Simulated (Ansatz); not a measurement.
Nudged elastic band run: C$_{2}$H$_{5}$B$_{2}$ClS

input.yaml

```yaml
crystal:
  periodic: [false, false, false]
  atoms:
    - { symbol: B, position_ang: [-1.406473, 0.102511, -0.629213] }
    - { symbol: C, position_ang: [0.050309, -0.348771, -0.387362] }
    - { symbol: C, position_ang: [0.479253, -0.830962, 1.020223] }
    - { symbol: S, position_ang: [1.481594, 0.697754, 1.462349] }
    - { symbol: B, position_ang: [0.909276, 0.987957, -0.218645] }
    - { symbol: Cl, position_ang: [1.232508, 2.329606, -1.309706] }
    - { symbol: H, position_ang: [-1.792146, 0.318694, -1.749673] }
    - { symbol: H, position_ang: [-2.144441, 0.312645, 0.303401] }
    - { symbol: H, position_ang: [0.462257, -0.942306, -1.22164] }
    - { symbol: H, position_ang: [1.135008, -1.711903, 1.014811] }
    - { symbol: H, position_ang: [-0.341745, -0.972025, 1.736153] }
basis:
  gaussian: { orbitals: cc-pVDZ }
hamiltonian:
  xc: b3lyp
  dispersion: d4
neb:
  order_check: false
  images: 9
  f_tol: 0.05
  max_iterations: 42
  final_atoms:
    - { symbol: B, position_ang: [-1.39187551, 0.06327783, -0.16226837] }
    - { symbol: C, position_ang: [0.28671716, -0.40564148, -0.79441053] }
    - { symbol: C, position_ang: [-0.31174856, -0.82014905, 0.54222361] }
    - { symbol: S, position_ang: [0.63715177, 0.43041107, 1.56756759] }
    - { symbol: B, position_ang: [0.9865223, 0.80979276, -0.40786735] }
    - { symbol: Cl, position_ang: [1.9306469, 2.16457061, -0.97826656] }
    - { symbol: H, position_ang: [-2.20144287, -0.45686649, -0.88653962] }
    - { symbol: H, position_ang: [-1.57254269, 1.19156335, 0.23499443] }
    - { symbol: H, position_ang: [0.19012257, -0.97591904, -1.71571627] }
    - { symbol: H, position_ang: [1.83578799, -0.21807234, 1.68412014] }
    - { symbol: H, position_ang: [-0.32393904, -1.83976722, 0.93686094] }
  initial_path:
    images:
      - { positions_ang: [[-1.406473, 0.102511, -0.629213], [0.050309, -0.348771, -0.387362], [0.479253, -0.830962, 1.020223], [1.481594, 0.697754, 1.462349], [0.909276, 0.987957, -0.218645], [1.232508, 2.329606, -1.309706], [-1.792146, 0.318694, -1.749673], [-2.144441, 0.312645, 0.303401], [0.462257, -0.942306, -1.22164], [1.135008, -1.711903, 1.014811], [-0.341745, -0.972025, 1.736153]] }
      - { positions_ang: [[-1.42853107, 0.10061845, -0.62350239], [0.03785435, -0.31906782, -0.40665378], [0.44588462, -0.86025357, 0.96446707], [1.47104971, 0.61992035, 1.46477123], [0.89707746, 1.01540133, -0.21344727], [1.32338474, 2.33446027, -1.30482412], [-1.8630869, 0.20877551, -1.70847907], [-2.13295189, 0.39266466, 0.29560902], [0.44365425, -0.89116859, -1.24901434], [1.24956765, -1.63451923, 1.12599105], [-0.37850291, -1.02363136, 1.67578061]] }
      - { positions_ang: [[-1.45058914, 0.09872591, -0.61779179], [0.02539969, -0.28936465, -0.42594556], [0.41251624, -0.88954513, 0.90871114], [1.46050541, 0.5420867, 1.46719346], [0.88487892, 1.04284566, -0.20824954], [1.41426149, 2.33931454, -1.29994225], [-1.93402779, 0.09885702, -1.66728515], [-2.12146278, 0.47268431, 0.28781703], [0.42505149, -0.84003118, -1.27638868], [1.3641273, -1.55713546, 1.2371711], [-0.41526082, -1.07523772, 1.61540823]] }
      - { positions_ang: [[-1.47264721, 0.09683336, -0.61208118], [0.01294504, -0.25966147, -0.44523734], [0.37914786, -0.9188367, 0.85295521], [1.44996112, 0.46425305, 1.46961569], [0.87268038, 1.07028999, -0.20305181], [1.50513823, 2.34416881, -1.29506037], [-2.00496869, -0.01106146, -1.62609122], [-2.10997367, 0.55270397, 0.28002505], [0.40644874, -0.78889377, -1.30376302], [1.47868694, -1.4797517, 1.34835115], [-0.45201874, -1.12684408, 1.55503584]] }
      - { positions_ang: [[-1.49470529, 0.09494081, -0.60637058], [0.00049038, -0.22995829, -0.46452912], [0.34577949, -0.94812826, 0.79719928], [1.43941682, 0.3864194, 1.47203792], [0.86048183, 1.09773432, -0.19785408], [1.59601497, 2.34902308, -1.29017849], [-2.07590958, -0.12097995, -1.5848973], [-2.09848456, 0.63272362, 0.27223306], [0.38784598, -0.73775636, -1.33113736], [1.59324659, -1.40236793, 1.45953119], [-0.48877665, -1.17845044, 1.49466346]] }
      - { positions_ang: [[-1.51676336, 0.09304827, -0.60065997], [-0.01196427, -0.20025511, -0.4838209], [0.31241111, -0.97741983, 0.74144335], [1.42887253, 0.30858575, 1.47446016], [0.84828329, 1.12517865, -0.19265635], [1.68689171, 2.35387735, -1.28529662], [-2.14685048, -0.23089844, -1.54370337], [-2.08699544, 0.71274328, 0.26444108], [0.36924323, -0.68661895, -1.3585117], [1.70780624, -1.32498416, 1.57071124], [-0.52553456, -1.2300568, 1.43429107]] }
      - { positions_ang: [[-1.49178579, 0.08709418, -0.51298165], [0.04777202, -0.24133239, -0.54593882], [0.18757917, -0.94596567, 0.7015994], [1.27052838, 0.33295082, 1.49308164], [0.87593109, 1.06210147, -0.23569855], [1.73564275, 2.316016, -1.22389061], [-2.15776896, -0.27609205, -1.41227062], [-1.98410489, 0.80850729, 0.25855175], [0.3334191, -0.74447897, -1.42995261], [1.73340259, -1.1036018, 1.59339302], [-0.48521546, -1.35199889, 1.33480505]] }
      - { positions_ang: [[-1.46680822, 0.08114009, -0.42530333], [0.1075083, -0.28240966, -0.60805675], [0.06274724, -0.91451152, 0.66175546], [1.11218422, 0.35731588, 1.51170313], [0.90357889, 0.99902429, -0.27874075], [1.78439379, 2.27815465, -1.16248459], [-2.16868744, -0.32128566, -1.28083787], [-1.88121434, 0.90427131, 0.25266242], [0.29759496, -0.80233899, -1.50139353], [1.75899894, -0.88221943, 1.6160748], [-0.44489635, -1.47394097, 1.23531902]] }
      - { positions_ang: [[-1.44183065, 0.075186, -0.33762501], [0.16724459, -0.32348693, -0.67017468], [-0.06208469, -0.88305736, 0.62191151], [0.95384007, 0.38168094, 1.53032462], [0.93122669, 0.93594712, -0.32178295], [1.83314482, 2.2402933, -1.10107858], [-2.17960591, -0.36647927, -1.14940512], [-1.77832379, 1.00003532, 0.24677309], [0.26177083, -0.860199, -1.57283444], [1.78459529, -0.66083707, 1.63875658], [-0.40457725, -1.59588306, 1.13583299]] }
      - { positions_ang: [[-1.41685308, 0.06923192, -0.24994669], [0.22698087, -0.36456421, -0.73229261], [-0.18691663, -0.8516032, 0.58206756], [0.79549592, 0.406046, 1.5489461], [0.9588745, 0.87286994, -0.36482515], [1.88189586, 2.20243196, -1.03967257], [-2.19052439, -0.41167288, -1.01797237], [-1.67543324, 1.09579934, 0.24088376], [0.2259467, -0.91805902, -1.64427536], [1.81019164, -0.43945471, 1.66143836], [-0.36425815, -1.71782514, 1.03634697]] }
      - { positions_ang: [[-1.39187551, 0.06327783, -0.16226837], [0.28671716, -0.40564148, -0.79441053], [-0.31174856, -0.82014905, 0.54222361], [0.63715177, 0.43041107, 1.56756759], [0.9865223, 0.80979276, -0.40786735], [1.9306469, 2.16457061, -0.97826656], [-2.20144287, -0.45686649, -0.88653962], [-1.57254269, 1.19156335, 0.23499443], [0.19012257, -0.97591904, -1.71571627], [1.83578799, -0.21807234, 1.68412014], [-0.32393904, -1.83976722, 0.93686094]] }
```

Run as:

```bash
$ ansatz run input.yaml --threads 2 --pin off --max-ram 3072MiB --backend cpu --events-out ev --progress --plain --runs-dir out
```

Output, in part (warnings, iteration lines, the closing report on the highest movable image, with atoms numbered from 0):

```
NEB end point (image 0): max|allowed force component| = 6.589e-3 eV/Å (the criterion of neb.relax_end_points is 1.000e-2)
NEB end point (image 10): max|allowed force component| = 1.621e-2 eV/Å (the criterion of neb.relax_end_points is 1.000e-2)
NEB iter   1: max|band force component| = 6.116e0 eV/Å  barrier→ = 5.2814 eV  barrier← = 3.4944 eV  Δτ_max = 0.2000 Å  (314 SCF iters)
NEB iter   2: max|band force component| = 3.605e0 eV/Å  barrier→ = 4.1281 eV  barrier← = 2.3410 eV  Δτ_max = 0.2000 Å  (295 SCF iters)
NEB iter   3: max|band force component| = 3.487e0 eV/Å  barrier→ = 3.8312 eV  barrier← = 2.0442 eV  Δτ_max = 0.1007 Å  (289 SCF iters)
NEB iter   4: max|band force component| = 2.170e0 eV/Å  barrier→ = 3.6330 eV  barrier← = 1.8459 eV  Δτ_max = 0.2000 Å  (271 SCF iters)
NEB iter   5: max|band force component| = 2.613e0 eV/Å  barrier→ = 3.3736 eV  barrier← = 1.5866 eV  Δτ_max = 0.1015 Å  (272 SCF iters)
NEB iter   6: max|band force component| = 1.212e0 eV/Å  barrier→ = 3.1643 eV  barrier← = 1.3773 eV  Δτ_max = 0.1995 Å  (276 SCF iters)
NEB iter   7: max|band force component| = 6.400e-1 eV/Å  barrier→ = 3.5613 eV  barrier← = 1.7743 eV  Δτ_max = 0.1986 Å  (272 SCF iters)
NEB iter   8: max|band force component| = 6.489e-1 eV/Å  barrier→ = 3.4015 eV  barrier← = 1.6145 eV  Δτ_max = 0.1003 Å  (273 SCF iters)
NEB iter   9: max|band force component| = 6.188e-1 eV/Å  barrier→ = 3.2886 eV  barrier← = 1.5016 eV  Δτ_max = 0.0501 Å  (272 SCF iters)
NEB iter  10: max|band force component| = 5.846e-1 eV/Å  barrier→ = 3.2514 eV  barrier← = 1.4644 eV  Δτ_max = 0.0501 Å  (277 SCF iters)
NEB iter  11: max|band force component| = 6.228e-1 eV/Å  barrier→ = 3.1898 eV  barrier← = 1.4027 eV  CI = image 7  Δτ_max = 0.0499 Å  (275 SCF iters)
NEB iter  12: max|band force component| = 3.914e-1 eV/Å  barrier→ = 3.1768 eV  barrier← = 1.3898 eV  CI = image 7  Δτ_max = 0.0997 Å  (272 SCF iters)
NEB iter  13: max|band force component| = 2.104e-1 eV/Å  barrier→ = 3.1550 eV  barrier← = 1.3680 eV  CI = image 7  Δτ_max = 0.0305 Å  (275 SCF iters)
NEB iter  14: max|band force component| = 1.768e-1 eV/Å  barrier→ = 3.1498 eV  barrier← = 1.3628 eV  CI = image 7  Δτ_max = 0.0124 Å  (253 SCF iters)
NEB iter  15: max|band force component| = 7.586e-2 eV/Å  barrier→ = 3.1485 eV  barrier← = 1.3615 eV  CI = image 7  Δτ_max = 0.0050 Å  (225 SCF iters)
NEB iter  16: max|band force component| = 3.759e-2 eV/Å  barrier→ = 3.1482 eV  barrier← = 1.3611 eV  CI = image 7  Δτ_max = 0.0000 Å  (469 SCF iters)
Total energy: -26865.88705846 eV, -987.3031390461 hartree
Atom 0 at    -1.282924     0.062352    -0.231400 Å, force     0.009828     0.003293     0.006092 eV/Å
Atom 1 at     0.276130    -0.268617    -0.749965 Å, force    -0.025859    -0.020671    -0.000127 eV/Å
Atom 2 at    -0.140299    -0.777586     0.620174 Å, force     0.005310     0.006404    -0.015093 eV/Å
Atom 3 at     0.892130     0.657981     1.593727 Å, force    -0.000774    -0.008284    -0.021357 eV/Å
Atom 4 at     1.044321     0.937706    -0.293455 Å, force    -0.005015    -0.008587     0.034763 eV/Å
Atom 5 at     1.862969     2.292434    -1.040907 Å, force     0.008035     0.015311    -0.011620 eV/Å
Atom 6 at    -2.115790    -0.628909    -0.769198 Å, force    -0.003491    -0.001858     0.000887 eV/Å
Atom 7 at    -1.576949     1.135257     0.228955 Å, force    -0.000703    -0.000267    -0.001057 eV/Å
Atom 8 at     0.385003    -0.910590    -1.623581 Å, force     0.012545     0.005992    -0.003028 eV/Å
Atom 9 at     1.072379    -0.800377     1.222985 Å, force     0.002129     0.002445     0.007110 eV/Å
Atom 10 at    -0.351571    -1.756453     1.063363 Å, force    -0.002006     0.006222     0.003430 eV/Å
Dipole moment:     0.397664    -0.400962     0.300757 e Å
```

The forces met the threshold. Neighbouring images differ by up to 1.3 eV, so the band resolves the path poorly. A vibrational analysis at the climbing image gives one clearly imaginary mode, 1148i cm⁻¹: a first-order saddle point. The orbitals stay closed-shell, which can raise the energy where a bond breaks towards radicals; this wasn't checked here.

Final band (atoms are numbered from 1 in the order of the input):

```csv
image,path coordinate (Å),energy (kcal/mol),C3–H10 (Å),B1–C3 (Å),S4–H10 (Å)
0,0.00,0.0,1.10,2.67,2.48
1,0.49,0.8,1.10,2.62,2.47
2,0.99,2.6,1.10,2.55,2.47
3,1.48,4.3,1.10,2.45,2.47
4,1.98,6.6,1.10,2.35,2.44
5,2.47,14.4,1.08,2.24,2.29
6,2.97,41.8,1.09,2.00,1.93
7,3.46,72.6,1.35,1.65,1.52
8,3.91,58.6,1.86,1.55,1.36
9,4.35,45.2,2.24,1.55,1.35
10,4.79,41.2,2.51,1.56,1.37
```

Run time: 7.9 min on 2 threads of AMD EPYC 7R43 64-Core Processor (Zen 3), with other jobs on the host, peak memory 0.32 GiB.
